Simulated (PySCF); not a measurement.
A structure optimised at PBE-D3(BJ)/def2-TZVPD, used in a PySCF frequency run:

```
Ge
H 1 1.5437
H 1 1.5437 2 109.47
H 1 1.5437 2 109.47 3 120.00
H 1 1.5437 2 109.47 3 -120.00
```
Charge 0, spin multiplicity 1.

Write its SMILES, formula and point group.

[GeH4], GeH4, Td

What are its rotational constants (standard atomic weights)?

78.893, 78.893, 78.893 GHz
